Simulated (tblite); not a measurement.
Compound: CH5NOSi.
Geometry (GFN2-xTB, Å), atoms numbered from 1 in this order:
```xyz
9
CH5NOSi angstrom
O      1.0948    1.3618    0.6877
C      1.3820    0.3194    0.1504
N      0.4400   -0.5294   -0.2795
Si    -1.2175    0.0001    0.0067
H      2.4261    0.0016   -0.0200
H      0.7166   -1.3887   -0.7243
H     -1.4358    1.2367   -0.7316
H     -1.9752   -1.1191   -0.5588
H     -1.4175    0.1234    1.4442
```

Computed values, GFN2-xTB/tblite, gas phase, harmonic and unscaled. Against measured fundamentals such values can be off by several per cent, at times by over 20. Modes of hydrogen on silicon can be 10 to 20 % off. One conformer, not necessarily the lowest.

Harmonic wavenumbers (cm⁻¹): 123.9, 179.0, 269.6, 518.9, 560.2, 603.1, 673.6, 762.5, 763.8, 788.4, 806.0, 938.1, 1150.1, 1340.1, 1373.9, 1736.9, 2248.6, 2316.8, 2318.2, 2789.2, 3476.2.

A = 13859, B = 4426, C = 3494 MHz; mass 75.014 u (most abundant isotopes); point group Cs, symmetry number 1.

What is the zero-point energy?

Half the sum of the wavenumbers: 12869 cm⁻¹ = 36.79 kcal/mol.

What is S at 298.15 K and 1 bar for an ideal gas of classical rigid rotors and harmonic oscillators?

Translation 38.89, rotation 24.82, vibration 10.01: S = 73.7 cal/(mol K).

And Cp and H(298.15 K) − H(0)?

Cp = 21.42 cal/(mol K), of which vibrations give 13.47 (their classical limit is 21 R = 41.7); H(298.15 K) − H(0) = 4.16 kcal/mol without the zero-point energy, 1.79 from vibrations.

What must be added to the electronic energy to get the Gibbs energy at 298.15 K and 1 bar?

ZPE + [H(298.15 K) − H(0)] − T·S = 36.79 + 4.16 − 21.98 = 18.97 kcal/mol.

Blend soft modes into free rotors: weight 1/[1 + (100 cm⁻¹/ν̃)⁴] for the oscillator and the rest for a rotor with moment μB/(μ + B), μ = h/(8π²ν), B = 10⁻⁴⁴ kg m². What vibrational entropy results?

9.90 cal/(mol K) in place of 10.01, which changes −T·S at 298.15 K by +0.03 kcal/mol.

Hindered rotation and anharmonicity are outside this model. Other conformers, if any are populated, would add a mixing term that is left out.
